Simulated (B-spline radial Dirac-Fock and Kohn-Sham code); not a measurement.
A summary of the ionisation energies of vanadium (Z = 23) against charge, from ΔSCF Dirac-Fock with Breit, self-energy and vacuum polarisation, finite nucleus, configuration average and from the NIST table. The largest relative steps of the computed values, from charge +5 on, come at V⁵⁺ (18 electrons left, 64.20 to 127.3 eV); V¹¹⁺ (12 electrons left, 253.9 to 305.5 eV); V¹³⁺ (10 electrons left, 335.7 to 896.8 eV); V²¹⁺ (2 electrons left, 1569.5 to 6849.9 eV). The median of |NIST − computed| / NIST over the 23 ions is 0.45 %.

```
charge  computed (eV)  NIST (eV)
     0           6.85   6.746187
     1          12.58     14.634
     2          27.18    29.3111
     3          44.53     46.709
     4          64.20   65.28165
     5          127.3    128.125
     6          150.6     150.72
     7          175.0     173.55
     8          200.4        206
     9          226.7      230.5
    10          253.9      254.8
    11          305.5      308.5
    12          335.7    336.274
    13          896.8        896
    14          981.6      977.2
    15         1069.4     1062.9
    16         1160.0     1165.2
    17         1253.6     1258.9
    18         1350.0     1354.2
    19         1480.2     1486.7
    20         1569.5   1569.656
    21         6849.9   6851.311
    22         7246.2   7246.126
```
